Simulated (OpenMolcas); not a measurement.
Ru3+ with its 6 nearest fluoride ions at 1.972 Å, on the Ga site of K2NaGaF6 (a = 8.246 Å, distance in the model lattice 1.938 Å). The rest of the host is ab initio model potentials to 7.6 Å, with orthogonalisation functions on the cations behind the ligands, and point charges beyond; the distance is set by hand and nothing relaxes. Ligand basis ANO-RCC-VDZP.

| Property | Result |
| --- | --- |
| Program | OpenMolcas 26.06 |
| Method | SS-CASPT2, IPEA 0.25 Eh, imaginary shift 0.1 Eh (closed shells correlated: 4s 4p and the ligand valence shells) |
| Basis | ANO-RCC-VDZP [6s5p3d1f] |
| Scalar Hamiltonian | DKH2, point nucleus |
| Active space | 5 electrons in 5 orbitals (4d) |
| State averaging | 2S+1 = 6 even, 1 root; 2S+1 = 4 even, 24 roots; 2S+1 = 2 even, 75 roots |
| Spin-orbit coupling | state interaction with AMFI integrals over the reference wave functions |

**Question.** What is the spin-free ground state (labels of O, the rotations of Oh)?

**Answer.** 2T2, 3-fold in its orbital part; d5 allows 2S+1 = 6, so this is a state of lower spin.

**Question.** Where is the first state of the same spin?

**Answer.** 2A2 at 22200 cm-1 above the ground state.

**Question.** What are the lowest two levels with spin-orbit coupling?

**Answer.** A 2-fold level Γ7 with g = 2.14, 2.14, 2.14, then a 4-fold level Γ8 1950 cm-1 above it. Their leading multiplicities are 2 (98 %) and 2 (99 %).

**Question.** What is χT at 300 K, and how does it compare with the textbook value?

**Answer.** The lowest level has 2S+1 = 2, for which the spin-only value is χT = S(S+1) / 2 = 0.375 cm3 K/mol (g = 2). The computed 0.616 at 300 K differs by +0.241, through orbital momentum, spin-orbit coupling and any other state in reach. With a threefold ground state the orbital momentum is unquenched, so the spin-only value is not expected to hold.

**Question.** Which ligand-field parameters describe the states?

**Answer.** A least-squares ligand-field fit to the states below 45000 cm-1, each weighted by its degeneracy and with a free common offset, gives 10Dq = 25980 cm-1, B = 599 cm-1 and C = 2424 cm-1 (C/B = 4.05), with an rms deviation of 262 cm-1. The same method and metal basis give the free ion B = 763 cm-1 (fit to its terms below 60000 cm-1, rms deviation 718 cm-1), so the nephelauxetic ratio is β = 599 / 763 = 0.79; it hangs on how both fits weigh the states, and computed free-ion B values tend to be too large, so β mixes covalency with correlation.

Roots that are degenerate in the reference are averaged as groups; the widest CASPT2 spread within a group is 170 cm-1 (the 3-fold group of multiplicity 2 near 76400 cm-1 above the lowest state of its run). Shifts and gaps below about the spread of the groups concerned are not significant. Over all roots computed the reference weight is 0.72 to 0.73; a low but even weight reflects the number of correlated electrons. An orbital triplet at a regular site is open to Jahn-Teller coupling, which can distort the site and quench the lowest spin-orbit gaps and is left out. The least metal-like active orbital is 80 % on the metal (Löwdin) and no ligand orbital is active, so the numbers are rough. Ligand-to-metal charge-transfer states are missing. With no ligand orbital active B as a rule stays too high, so bands that hang on it stand too high and its fall with covalency is understated. With one d shell and no ligand orbital active, 10Dq can be off by a tenth or more. No measured value stands beside these numbers; the geometry was set by hand and not optimised.
